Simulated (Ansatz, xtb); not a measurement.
System: LuCl2 (charge +1, singlet). SMILES: [Cl][Lu+][Cl]
Structure (B3LYP-D3(BJ)/def2-TZVP (Ansatz, an electronic-structure program) minimum search):
```xyz
3

Lu     0.2637    -0.0225     0.3257
Cl     0.9278     0.3625    -1.8552
Cl    -2.0290    -0.2685     0.4950
```
Charge +1, spin multiplicity 1.

Harmonic wavenumbers from GFN2-xTB (xtb, at its own minimum), cm⁻¹: 82, 289, 291.

### Question
Give the harmonic wavenumbers at B3LYP-D3(BJ)/def2-TZVP (Ansatz, finite differences of forces, unscaled).

### Answer
91, 398, 400 cm⁻¹. Zero-point energy 1.3 kcal/mol.

### Question
From these and the geometry, give the ideal-gas thermochemistry at 298.15 K and 1 atm (rigid rotor, harmonic oscillator).

### Answer
Point group C2v, rotational symmetry number 2. Rotational constants 5.965, 1.944, 1.466 GHz. S(trans) 42.40, S(rot) 25.96, S(vib) 5.57, S(elec, spin only) 0.00, S 73.9 cal/(mol K). H(298) - H(0) 3.23 kcal/mol; G - E(el) -17.5 kcal/mol.
